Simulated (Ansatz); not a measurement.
Reaction (redistribution): `C[SiH2]S[SiH](Cl)Cl` + `[SiH3]/C=C\[SiH2]Cl` → `C[SiH2]/C=C/[SiH3]` + `Cl[SiH2]S[SiH](Cl)Cl`

Gas-phase electronic energies from Ansatz, PBE0-D4/def2-TZVP geometries. CCSD(T)/CBS adds triple-zeta CCSD(T) − MP2 to the extrapolated MP2 energy (def2 sets, frozen cores). Double bonds are as drawn, so ΔE can hold a change between cis and trans. Each species was taken in one conformer, which may not be the lowest.

`C[SiH2]S[SiH](Cl)Cl`:

Cartesian coordinates in Å:
```
C -0.637 1.433 -0.686
Si 0.357 0.026 -1.388
S -0.058 -1.871 -0.435
Si 0.215 -1.426 1.600
Cl 1.828 -0.205 1.915
Cl -1.414 -0.495 2.420
H -1.703 1.201 -0.698
H -0.343 1.656 0.341
H -0.468 2.328 -1.291
H -0.015 -0.255 -2.797
H 1.813 0.296 -1.310
H 0.425 -2.688 2.329
```

`[SiH3]/C=C\[SiH2]Cl`:

```xyz
12

Si   -0.064   -0.441   -1.786
C    -0.579   -1.104   -0.116
C    -0.418   -0.507    1.070
Si    0.348    1.162    1.383
Cl    2.365    1.120    0.965
H     0.416    0.957   -1.666
H    -1.228   -0.493   -2.711
H     1.016   -1.293   -2.348
H    -1.047   -2.090   -0.123
H    -0.758   -1.038    1.960
H    -0.253    2.231    0.553
H     0.202    1.495    2.820
```

`C[SiH2]/C=C/[SiH3]`:

Z-matrix (Å, degrees):
```
C
Si 1 1.871
H 1 1.093 2 110.8
H 1 1.092 2 110.8 3 -120.2
H 1 1.093 2 110.8 3 119.8
C 2 1.867 1 111.3 3 -179.4
H 2 1.491 1 109.2 3 -58.6
H 2 1.490 1 110.8 3 61.0
C 6 1.338 2 123.8 1 -118.1
H 6 1.092 2 118.2 1 61.3
Si 9 1.863 6 123.7 2 179.4
H 9 1.091 6 118.2 2 -0.7
H 11 1.489 9 110.8 6 120.5
H 11 1.487 9 108.9 6 0.1
H 11 1.489 9 110.8 6 -120.2
```

`Cl[SiH2]S[SiH](Cl)Cl`:

Z-matrix (Å, degrees):
```
Si
S 1 2.135
Cl 1 2.045 2 112.6
H 1 1.477 2 104.0 3 117.5
H 1 1.475 2 111.1 3 -121.2
Si 2 2.118 1 103.4 3 72.1
Cl 6 2.036 2 112.4 1 -70.9
Cl 6 2.040 2 112.1 1 51.0
H 6 1.472 2 106.3 1 170.0
```

```tsv
species	HF/def2-QZVPP energy (Eh)
`C[SiH2]S[SiH](Cl)Cl`	-1936.06935
`[SiH3]/C=C\[SiH2]Cl`	-1117.30280
`C[SiH2]/C=C/[SiH3]`	-697.36987
`Cl[SiH2]S[SiH](Cl)Cl`	-2356.00413
```

Q: Work out ΔE.

A: ΔE = (-697.36987) + (-2356.00413) − (-1936.06935) − (-1117.30280) = -0.00185 Eh = -4.9 kJ/mol. CCSD(T)/CBS gives +2.2 kJ/mol.

Largest T1 diagnostic among the species: 0.011.

In def2-TZVPP, CCSD(T) changes the Hartree–Fock value by +6.9 kJ/mol (the triples alone add +0.9 kJ/mol) and MP2 by +7.2 kJ/mol. The D4 term adds +7.0 kJ/mol with B3LYP and +3.9 kJ/mol with PBE0; it sums over pairs of atoms, weighted by their polarisabilities, and B3LYP, whose exchange is more repulsive, gets the larger term.

B3LYP here is the variant with VWN-RPA as its local correlation; programs differ in this.
